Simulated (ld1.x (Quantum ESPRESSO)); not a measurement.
# An all-electron radial function and its pseudo partner (Rb (Z = 37))

Columns: radius, all-electron u(r) and pseudo u(r) of the 4s shell (level -32.28 eV) of rubidium in the configuration [Ar] 3d10 4s2 4p6 5s0.75 5p0.25; PBEsol, scalar-relativistic, TM scheme, ld1.x (Quantum ESPRESSO) 7.5.

```json
{"r (bohr)": "0.089", "all-electron": "-0.2423", "pseudo": "-0.0450"}
{"r (bohr)": "0.178", "all-electron": "-0.1496", "pseudo": "-0.0917"}
{"r (bohr)": "0.267", "all-electron": "0.2612", "pseudo": "-0.1419"}
{"r (bohr)": "0.356", "all-electron": "0.4718", "pseudo": "-0.1976"}
{"r (bohr)": "0.445", "all-electron": "0.4329", "pseudo": "-0.2604"}
{"r (bohr)": "0.534", "all-electron": "0.2393", "pseudo": "-0.3318"}
{"r (bohr)": "0.623", "all-electron": "-0.0151", "pseudo": "-0.4127"}
{"r (bohr)": "0.712", "all-electron": "-0.2693", "pseudo": "-0.5023"}
{"r (bohr)": "0.801", "all-electron": "-0.4911", "pseudo": "-0.5979"}
{"r (bohr)": "0.890", "all-electron": "-0.6672", "pseudo": "-0.6942"}
{"r (bohr)": "0.979", "all-electron": "-0.7961", "pseudo": "-0.7836"}
{"r (bohr)": "1.068", "all-electron": "-0.8812", "pseudo": "-0.8579"}
{"r (bohr)": "1.157", "all-electron": "-0.9288", "pseudo": "-0.9095"}
{"r (bohr)": "1.246", "all-electron": "-0.9456", "pseudo": "-0.9348"}
{"r (bohr)": "1.335", "all-electron": "-0.9383", "pseudo": "-0.9341"}
{"r (bohr)": "1.424", "all-electron": "-0.9127", "pseudo": "-0.9118"}
{"r (bohr)": "1.513", "all-electron": "-0.8742", "pseudo": "-0.8742"}
{"r (bohr)": "1.602", "all-electron": "-0.8269", "pseudo": "-0.8269"}
{"r (bohr)": "1.691", "all-electron": "-0.7744", "pseudo": "-0.7744"}
{"r (bohr)": "1.780", "all-electron": "-0.7190", "pseudo": "-0.7190"}
{"r (bohr)": "1.869", "all-electron": "-0.6630", "pseudo": "-0.6630"}
{"r (bohr)": "1.958", "all-electron": "-0.6077", "pseudo": "-0.6077"}
{"r (bohr)": "2.047", "all-electron": "-0.5542", "pseudo": "-0.5542"}
{"r (bohr)": "2.136", "all-electron": "-0.5032", "pseudo": "-0.5032"}
{"r (bohr)": "2.225", "all-electron": "-0.4551", "pseudo": "-0.4551"}
{"r (bohr)": "2.314", "all-electron": "-0.4103", "pseudo": "-0.4103"}
```

(1) How many radial nodes do the two functions have?

(2) At about which radius was the pseudo-wave matched?

(3) Where does each function peak?

(4) Is the pseudo-wave norm-conserving?

Answers

(1) The all-electron 4s function has n − l − 1 = 3 (the table is too coarse to show those close to the nucleus); the pseudo-wave has 0, since the states of the same l below it are removed with the core.

(2) 1.65 bohr. The columns agree to 0.0005 from 1.51 bohr on; several derivatives are matched, so the curves merge somewhat inside the radius.

(3) Outermost all-electron maximum near 1.25 bohr, pseudo maximum near 1.25 bohr (to the table’s step).

(4) Yes: the TM scheme keeps the norm inside the radius equal to the all-electron one, which fixes the energy derivative of the logarithmic derivative at the level.
